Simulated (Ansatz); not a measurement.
H₄NSi (SMILES [NH][SiH3]), doublet, at a GFN2-xTB geometry; Ansatz (a quantum-chemistry and plane-wave program) with BCCD/pcseg-1.

Input for Ansatz:
Ansatz 0.2 input:
```yaml
crystal:
  periodic: [false, false, false]
  atoms:
    - {symbol: N, position_ang: [1.07284404, -0.47233394, -0.03757332]}
    - {symbol: Si, position_ang: [-0.46623376, 0.17659403, 0.02505938]}
    - {symbol: H, position_ang: [1.90814349, 0.00985181, -0.32564380]}
    - {symbol: H, position_ang: [-0.91969709, -0.03779712, 1.41254787]}
    - {symbol: H, position_ang: [-1.29533293, -0.71428448, -0.80899513]}
    - {symbol: H, position_ang: [-0.67574904, 1.57625096, -0.36572701]}
basis:
  gaussian:
    orbitals: pcseg-1.json
magnetization: {spin_polarized: true, initial_magnetization: 1}
correlation: {method: bccd}
```
The basis file holds pcseg-1 in the JSON format of the Basis Set Exchange.

It wrote (shortened):

```
Functional definition: HF
514 factors; integrals over basis functions are off by at most 1.5e-3 eV
mean field evaluation 1: about -9401.5531 eV, gradient 2.0e1 eV
mean field evaluation 2: about -9401.6274 eV, gradient 2.1e1 eV
mean field evaluation 4: about -9404.8110 eV, gradient 2.9e0 eV
mean field evaluation 8: about -9405.0004 eV, gradient 1.4e-1 eV
mean field evaluation 16: about -9403.8703 eV, gradient 1.3e1 eV
mean field evaluation 32: about -9403.7073 eV, gradient 3.5e0 eV
mean field evaluation 64: about -9404.0678 eV, gradient 7.0e-3 eV
mean field evaluation 96: about -9397.7986 eV, gradient 1.5e1 eV
mean field -9405.00093178 eV, -345.6274093041 hartree, gradient 1.8e-6 eV, S^2 0.758277; 5 other end points of the search recorded, 0 dependent functions left out
determinant -9405.00093178 eV, -345.6274093041 hartree, with singles and doubles -9412.30267948 eV, -345.8957435831 hartree
determinant -9404.06779867 eV, -345.5931172951 hartree, with singles and doubles -9411.34514873 eV, -345.8605549770 hartree
6 core orbitals not correlated
reference -9405.00093178 eV, -345.6274093041 hartree; 7, 6 occupied and 39, 40 virtual orbitals, 514 factors
second order -6.32948639 eV of doubles, -0.00000000 eV of singles
cycle   1  -7.29271684 eV  change    9.0e-3 eV  update   3.4e-3
cycle   2  -7.29324718 eV  change   -5.3e-4 eV  update   1.0e-3
cycle   3  -7.29261444 eV  change    6.3e-4 eV  update   7.3e-4
cycle   4  -7.29262297 eV  change   -8.5e-6 eV  update   3.7e-4
cycle   5  -7.29265040 eV  change   -2.7e-5 eV  update   1.5e-4
cycle   6  -7.29266302 eV  change   -1.3e-5 eV  update   4.5e-5
cycle   7  -7.29267094 eV  change   -7.9e-6 eV  update   1.6e-5
cycle   8  -7.29267373 eV  change   -2.8e-6 eV  update   6.1e-6
Total energy: -9412.29360551 eV, -345.8954101206 hartree
```
